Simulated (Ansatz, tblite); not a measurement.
Cost and result up the ladder for B2N2⁻ (4 atoms). The state is a doublet with charge -1. Geometry: PBE0-D4/def2-TZVPD.

```xyz
4

B    -0.3389   -1.3692    1.3968
B     0.1129    0.4559   -0.4651
N     0.3411    1.3756   -1.4029
N    -0.1150   -0.4624    0.4711
```

Ansatz on 4 threads of Arm Neoverse V2 on a shared host; xTB runs through tblite on one thread. Times are rough, summed over both states, and most runs start from the orbitals of an earlier one. PBE0-D4/def2-TZVPD serves as the yardstick here, not as an exact answer. The other state is a triplet.

The xTB rows come from tblite. HOMO above LUMO, or a gap near zero within one spin, warns that the state may not be the lowest or that an electron is smeared out. The structure comes from a short search, and lower isomers may exist.

Raw xTB energies of ions are shifted by several eV, and xTB has no spin-polarisation term.

```json
{"level": "PBE0-D4/def2-TZVPD (with forces)", "functions": "148", "vertical IE (eV)": "3.31", "difference from PBE0-D4/def2-TZVPD (eV)": "0.00", "remarks": "–"}
{"level": "GFN1-xTB", "functions": "16", "vertical IE (eV)": "7.66", "difference from PBE0-D4/def2-TZVPD (eV)": "4.35", "remarks": "–"}
{"level": "GFN2-xTB", "functions": "16", "vertical IE (eV)": "6.32", "difference from PBE0-D4/def2-TZVPD (eV)": "3.01", "remarks": "–"}
{"level": "r2SCAN-D4/def2-TZVPD", "functions": "148", "vertical IE (eV)": "3.16", "difference from PBE0-D4/def2-TZVPD (eV)": "-0.15", "remarks": "–"}
{"level": "PBE-D4/def2-TZVPD", "functions": "148", "vertical IE (eV)": "3.30", "difference from PBE0-D4/def2-TZVPD (eV)": "-0.01", "remarks": "gap within one spin near zero (-1 doublet)"}
```

Problem. Estimate how long each takes.

Solution. GFN1-xTB 0.004 s; GFN2-xTB 0.004 s; PBE-D4/def2-TZVPD 19 s; PBE0-D4/def2-TZVPD (with forces) 19 s; r2SCAN-D4/def2-TZVPD 22 s. On shared hardware such times vary by a factor of up to 3.
